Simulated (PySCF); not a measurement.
C6H5F.
SMILES: `[C@@H]12[C@@H](C#C)[C@H]2[C@@H]1F`

The closed-shell ground state was solved at several levels (PySCF, density fitting, gas phase, non-relativistic). Isolated species at its PBE0-D3(BJ)/def2-SVP geometry, gas phase.

```
           level  basis functions  total energy (Eh)  HOMO (eV)  LUMO (eV)  gap (eV)  dipole (D)
   PBE0/def2-SVP              123          -330.7144      -7.58       1.01      8.59        1.21
PBE0/aug-cc-pVDZ              206          -330.9947      -7.64      -0.06      7.58        1.32
  B97-D/pcSseg-1              144          -331.0620      -6.39      -0.08      6.31        1.18
  B97-2/pcSseg-1              144          -331.1824      -7.40       0.76      8.16        1.23
      PBE0/6-31G               73          -330.8559      -7.46       1.34      8.80        1.47
     PBE0/6-31G*              108          -330.9457      -7.29       1.35      8.64        1.18
    PBE/pcSseg-1              144          -330.9053      -6.44      -0.18      6.26        1.15
   PBE0/pcSseg-2              322          -331.0805      -7.67       0.40      8.07        1.30
    PBE0/cc-pVTZ              280          -331.0692      -7.60       0.77      8.37        1.24
  B3LYP/pcSseg-1              144          -331.2958      -7.42       0.55      7.97        1.24
   PBE0/IGLO-III              295          -331.0850      -7.66       0.45      8.11        1.30
LC-wPBE/pcSseg-1              144          -331.0801     -10.43       3.09     13.52        1.26
```

(1) What might PBE0/def2-TZVP (247 basis functions) give for the same quantities?

(2) Over all these levels, which gives the widest orbital gap and which the narrowest?

(3) How much does the basis alone move the frontier levels among the 8 PBE0 rows (the withheld one included)?

(4) In the pcSseg-1 basis, how does the gap go with the fixed share of exact exchange?

(5) How far do the dipole and the HOMO energy spread over the levels?

## Answers

(1) Total energy -331.0808 Eh, HOMO -7.64 eV, LUMO 0.72 eV, gap 8.36 eV, dipole 1.27 D.

(2) LC-wPBE/pcSseg-1 (range-separated hybrid) has the widest, 13.52 eV, and PBE/pcSseg-1 (GGA) the narrowest, 6.26 eV. The two share the basis. From the narrowest to the widest the HOMO moves by -3.99 eV and the LUMO by +3.27 eV.

(3) The HOMO by 0.38 eV and the LUMO by 1.41 eV. By rising basis size (HOMO, LUMO in eV): 6-31G -7.46, 1.34; 6-31G* -7.29, 1.35; def2-SVP -7.58, 1.01; aug-cc-pVDZ -7.64, -0.06; def2-TZVP -7.64, 0.72; cc-pVTZ -7.60, 0.77; IGLO-III -7.66, 0.45; pcSseg-2 -7.67, 0.40.

(4) PBE (0 %) 6.26 eV; B97-D (0 %) 6.31 eV; B3LYP (20 %) 7.97 eV; B97-2 (21 %) 8.16 eV. Each rise in the share widens the gap here.

(5) The dipole runs from 1.15 to 1.47 D (mean 1.26 D) and the HOMO from -10.43 to -6.39 eV.

Note: B97-D ran without an empirical dispersion term, which enters the total energy and its gradient alone.
